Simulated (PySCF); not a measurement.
CNiO, SMILES [Ni]<-[C-]#[O+], multiplicity 1.

Geometry: PBE0-D3(BJ)/def2-TZVP. The spin state was assumed, not searched.

Two levels are set side by side: PBE/def2-TZVPD (PySCF) and M06-2X/def2-TZVPD (PySCF). Same geometry, gas phase. Differences are taken from unrounded values.

| quantity | PBE |
|---|---|
| orbital gap (eV) | 1.42 |
| highest occupied level (eV) | -4.33 |
| lowest empty level (eV) | -2.91 |
| dipole moment (D) | 3.21 |
| mean polarisability (bohr³) | 47.3 |

These are the PBE values. What does M06-2X give? (The exact figures need the calculation; the answer reports its results.)


```tsv
quantity	M06-2X	PBE minus M06-2X
orbital gap (eV)	5.96	-4.55
highest occupied level (eV)	-7.17	2.84
lowest empty level (eV)	-1.20	-1.71
dipole moment (D)	3.14	0.07
mean polarisability (bohr³)	40.3	7.0
```

PBE's occupied levels lie high since its potential decays too fast outside the molecule; exact exchange lowers them and widens the gap. PBE's more diffuse valence density responds more strongly to a field. Differences between two approximate levels are no errors against the true value.

Rough cost on one machine, each run with all the roots and properties that it gave: M06-2X against PBE about 3 times.
